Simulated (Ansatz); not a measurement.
A structure relaxed at PBE0-D4/def2-TZVP, charge 0, multiplicity 1:

```xyz
4

I     0.244   -0.362   -2.253
As    0.081   -0.822    0.251
I    -2.112    0.346    0.829
I     1.786    0.837    1.173
```

Q: Give its formula and SMILES.

A: AsI3, `I[As](I)I`.

Q: Point group (tolerance 0.08 Å, 0.16 Å for H)?

A: C3v.

Q: Summarise the bond lengths by kind.

A: 3 × As–I 2.551 Å.

Computed with Ansatz.
